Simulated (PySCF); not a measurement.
A geometry optimisation, step by step.

Compound: C5H8FP.
Atom-mapped SMILES: `[CH2:1]=[CH:2][CH2:3]/[P:4]=[C:5](/[CH3:6])[F:7]` (hydrogens: H8, H9 on C1; H10 on C2; H11, H12 on C3; H13, H14, H15 on C6)

Method: PBE0-D3(BJ)/def2-SVP geometry optimisation, gas phase in PySCF 2.14.0; density fitting, grid level 1; the optimiser is geomeTRIC in internal coordinates, started from a GFN2-xTB structure with every atom displaced at random (about 0.01 Å). 6 of its 9 geometries are shown. The frame can shift and turn from step to step; on so coarse a grid that alone can change the energy by a few meV, and forces under 0.02 eV/Å are noise.

Step 0: E = -17298.3677 eV, largest atomic force 2.958 eV/Å
```
atom  x, y, z in Å  |  force x, y, z in eV/Å
C1     -2.352    0.742   -0.183   -1.584   2.492   0.168
C2     -1.852   -0.275   -0.812    0.953  -1.688  -0.144
C3     -1.028   -1.309   -0.148    1.341   0.437   0.405
P4      0.793   -1.239   -0.779   -1.050  -0.858  -0.293
C5      1.361    0.054    0.089    0.069   1.142   1.053
C6      2.750    0.583   -0.006   -1.083  -0.498  -0.075
F7      0.621    0.739    0.999    0.360  -0.342  -0.500
H8     -2.211    0.931    0.864    0.238  -0.092   0.825
H9     -2.970    1.506   -0.685    0.204  -0.257  -0.043
H10    -1.997   -0.411   -1.864   -0.252  -0.015  -0.974
H11    -1.013   -1.173    0.952   -0.018  -0.059  -0.287
H12    -1.375   -2.307   -0.368   -0.235  -0.725  -0.187
H13     3.201    0.590    0.969    0.486  -0.051   0.884
H14     3.311   -0.041   -0.678    0.590  -0.384  -0.479
H15     2.745    1.595   -0.369   -0.019   0.898  -0.352
```

Step 2: E = -17298.5327 eV, largest atomic force 0.372 eV/Å
```
atom  x, y, z in Å  |  force x, y, z in eV/Å
C1     -2.380    0.898   -0.429    0.151  -0.087   0.192
C2     -1.808   -0.197   -0.933   -0.006  -0.029  -0.371
C3     -1.057   -1.261   -0.200   -0.013   0.051   0.338
P4      0.778   -1.350   -0.598   -0.013   0.146  -0.174
C5      1.368   -0.006    0.237   -0.023  -0.090   0.006
C6      2.785    0.443    0.231    0.018  -0.034  -0.007
F7      0.602    0.773    1.003   -0.068   0.033   0.015
H8     -2.331    1.130    0.639   -0.012   0.006   0.030
H9     -2.906    1.608   -1.073    0.011  -0.031   0.008
H10    -1.891   -0.355   -2.015    0.037  -0.018  -0.050
H11    -1.174   -1.153    0.890   -0.014   0.022   0.015
H12    -1.448   -2.256   -0.475   -0.019   0.036   0.003
H13     3.236    0.353    1.234   -0.053   0.013   0.003
H14     3.380   -0.146   -0.479   -0.001  -0.002   0.011
H15     2.833    1.507   -0.055    0.004  -0.016  -0.019
```

Step 3: E = -17298.5426 eV, largest atomic force 0.376 eV/Å
```
atom  x, y, z in Å  |  force x, y, z in eV/Å
C1     -2.324    0.878   -0.414   -0.213   0.230  -0.208
C2     -1.802   -0.215   -0.972    0.051   0.034   0.285
C3     -1.063   -1.253   -0.194    0.053  -0.187   0.007
P4      0.755   -1.333   -0.632    0.080   0.095  -0.156
C5      1.339    0.017    0.197    0.091  -0.181   0.259
C6      2.761    0.449    0.228   -0.099  -0.002  -0.089
F7      0.573    0.775    0.988   -0.019   0.044  -0.089
H8     -2.248    1.077    0.659    0.039  -0.038  -0.021
H9     -2.858    1.617   -1.021    0.033  -0.016   0.052
H10    -1.895   -0.377   -2.053    0.019   0.014   0.028
H11    -1.169   -1.109    0.894   -0.033   0.072  -0.081
H12    -1.461   -2.251   -0.436   -0.003  -0.101   0.016
H13     3.171    0.357    1.247   -0.021   0.001   0.051
H14     3.373   -0.152   -0.456    0.004  -0.020  -0.021
H15     2.835    1.509   -0.059    0.019   0.057  -0.031
```

Step 5: E = -17298.5549 eV, largest atomic force 0.067 eV/Å
```
atom  x, y, z in Å  |  force x, y, z in eV/Å
C1     -2.329    0.899   -0.422    0.037  -0.029   0.026
C2     -1.803   -0.209   -0.948    0.021  -0.012  -0.041
C3     -1.059   -1.261   -0.189   -0.019  -0.041   0.035
P4      0.759   -1.332   -0.657   -0.033   0.039  -0.043
C5      1.347   -0.020    0.225   -0.025   0.023  -0.041
C6      2.754    0.449    0.220    0.029  -0.021   0.036
F7      0.577    0.723    1.026   -0.008   0.002   0.016
H8     -2.250    1.120    0.646    0.002  -0.012   0.007
H9     -2.849    1.629   -1.047   -0.016   0.015  -0.016
H10    -1.894   -0.377   -2.029   -0.004   0.008  -0.001
H11    -1.153   -1.111    0.897    0.008   0.014   0.009
H12    -1.461   -2.261   -0.427    0.001   0.020   0.013
H13     3.189    0.356    1.230    0.017   0.021  -0.006
H14     3.361   -0.132   -0.487    0.002  -0.005   0.015
H15     2.796    1.515   -0.059   -0.013  -0.022  -0.008
```

Step 6: E = -17298.5566 eV, largest atomic force 0.023 eV/Å
```
atom  x, y, z in Å  |  force x, y, z in eV/Å
C1     -2.333    0.896   -0.421    0.004  -0.003   0.004
C2     -1.811   -0.212   -0.950    0.011  -0.007  -0.002
C3     -1.059   -1.257   -0.189   -0.002  -0.011  -0.007
P4      0.754   -1.315   -0.676   -0.009   0.015  -0.016
C5      1.348   -0.013    0.216   -0.013  -0.007   0.002
C6      2.759    0.445    0.221    0.004  -0.006   0.006
F7      0.583    0.726    1.026   -0.007  -0.003   0.008
H8     -2.246    1.114    0.648    0.001  -0.002   0.003
H9     -2.861    1.625   -1.040   -0.003   0.003  -0.002
H10    -1.909   -0.383   -2.030   -0.004   0.004   0.002
H11    -1.144   -1.099    0.896    0.007   0.013   0.003
H12    -1.459   -2.259   -0.418    0.009   0.004   0.009
H13     3.187    0.353    1.234    0.001   0.010  -0.004
H14     3.367   -0.142   -0.479    0.003  -0.005   0.006
H15     2.811    1.510   -0.061   -0.001  -0.005  -0.010
```

Step 8: E = -17298.5572 eV, largest atomic force 0.022 eV/Å
```
atom  x, y, z in Å  |  force x, y, z in eV/Å
C1     -2.338    0.895   -0.415   -0.002   0.002  -0.003
C2     -1.823   -0.215   -0.948   -0.004  -0.001   0.009
C3     -1.057   -1.252   -0.190    0.006   0.017  -0.013
P4      0.749   -1.298   -0.702    0.007  -0.009   0.006
C5      1.350   -0.015    0.212    0.001   0.001   0.002
C6      2.763    0.442    0.216    0.000  -0.001  -0.008
F7      0.590    0.712    1.038   -0.005   0.000   0.011
H8     -2.234    1.117    0.651    0.000   0.002   0.000
H9     -2.876    1.622   -1.029    0.000  -0.001   0.001
H10    -1.937   -0.391   -2.025   -0.002  -0.002   0.002
H11    -1.123   -1.079    0.895    0.000  -0.005   0.003
H12    -1.455   -2.258   -0.400    0.003  -0.002  -0.001
H13     3.189    0.360    1.230   -0.006   0.001  -0.001
H14     3.371   -0.153   -0.477    0.002  -0.001   0.000
H15     2.817    1.504   -0.078    0.002  -0.001  -0.006
```

Q: Summarise the path.

A: The energy falls by 4.37 kcal/mol from step 0 to step 8; nine tenths of that is first reached at step 3. It falls at every step. The largest force goes from 2.958 to 0.022 eV/Å. Among the bonds C3–P4 changes most, from 1.929 to 1.877 Å; the atoms move by 0.065 Å rms after alignment.

Q: Follow the three bonds and two angles with the largest change from start to end.

A: 
| step | E above end (kcal/mol) | largest force (eV/Å) | C3–P4 (Å) | C1=C2 (Å) | P4=C5 (Å) | H8–C1–H9 (°) | C2–C1–H8 (°) |
| --- | --- | --- | --- | --- | --- | --- | --- |
| 0 | 4.37 | 2.958 | 1.929 | 1.297 | 1.657 | 113.4 | 124.1 |
| 1 | 1.23 | 0.559 | 1.886 | 1.337 | 1.688 | 117.7 | 121.1 |
| 2 | 0.56 | 0.372 | 1.880 | 1.335 | 1.689 | 117.3 | 121.6 |
| 3 | 0.34 | 0.376 | 1.873 | 1.333 | 1.688 | 117.0 | 122.1 |
| 4 | 0.10 | 0.085 | 1.874 | 1.334 | 1.686 | 117.5 | 121.0 |
| 5 | 0.05 | 0.067 | 1.878 | 1.335 | 1.687 | 117.2 | 121.6 |
| 6 | 0.01 | 0.023 | 1.878 | 1.334 | 1.687 | 117.3 | 121.5 |
| 7 | 0.00 | 0.022 | 1.877 | 1.334 | 1.687 | 117.3 | 121.4 |
| 8 | 0.00 | 0.022 | 1.877 | 1.334 | 1.687 | 117.3 | 121.4 |

What follows is the cost of the whole optimisation. Time: 60 s; peak memory 0.61 GiB. Hardware: one thread of an Arm Neoverse V2 (shared host).
